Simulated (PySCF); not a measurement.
# Correlation energy of O (oxygen, neutral)

[He] 2s2 2p4, high-spin 3P determinant. Calculation: PySCF 2.14, in def2-SVP; the non-relativistic Hamiltonian (point nucleus). Frozen: 1s2; 6 electrons correlated.

MP2 pair energies summed by pair of shells (mhartree):

```csv
pair,energy,share (%)
2p-2p,-49.33,48.7
2s-2p,-44.41,43.8
2s-2s,-7.56,7.5
```

Total MP2 correlation energy: -101.30 mhartree.

Same-spin part -25.84 and opposite-spin part -75.46 mhartree; SCS-MP2 scales them by 1/3 and 6/5 to -99.17 mhartree.

| level | correlation energy (mhartree) |
| --- | --- |
| CCSD | -116.54 |
| (T) | -0.83 |
| CCSD(T) | -117.37 |

Diagnostics: T1 = 0.0034, D1 = 0.0067, largest double amplitude 0.054.

Task: Is a single reference adequate?

Result: Yes: T1 lies below 0.03 and no double amplitude reaches 0.07.
